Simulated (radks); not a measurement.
Problem. The mean radii <r> (bohr) of the occupied orbitals of an atom or ion are listed with their occupations. Calculated with a radial shooting solver on a logarithmic mesh with Libxc functionals: Dirac Kohn-Sham, BLYP, spin-unpolarised, spherical densities, finite nucleus; Fermi nuclear charge, rms radius of each element as measured or else 0.836 A^(1/3) + 0.57 fm.

orbital  occ.      <r>
1s1/2       2  0.01774
2s1/2       2  0.07426
2p1/2       2  0.06130
2p3/2       4  0.06949
3s1/2       2   0.1934
3p1/2       2   0.1835
3p3/2       4   0.1986
3d3/2       4   0.1734
3d5/2       6   0.1781
4s1/2       2   0.4317
4p1/2       2   0.4357
4p3/2       4   0.4693
4d3/2       4   0.4825
4d5/2       6   0.4938
5s1/2       2    1.005
5p1/2       2    1.094
4f5/2       6   0.5521
4f7/2       8   0.5602
5p3/2       4    1.190
5d3/2       4    1.595
5d5/2       1    1.642

Name the element and its charge. Open shells, if any, fill j = l - 1/2 first.

Solution. Z = 76, osmium, charge +3: Os3+ in [Xe] 4f14 5d5. The 1s radius gives Z: for a bare nucleus <r> = (2 gamma + 1)/(2Z) with gamma = sqrt(1 - (Z/c)^2), 0.01753 bohr for Z = 76, and screening makes it slightly larger (0.01774 here). The occupations add up to 73, and the charge is Z minus that.
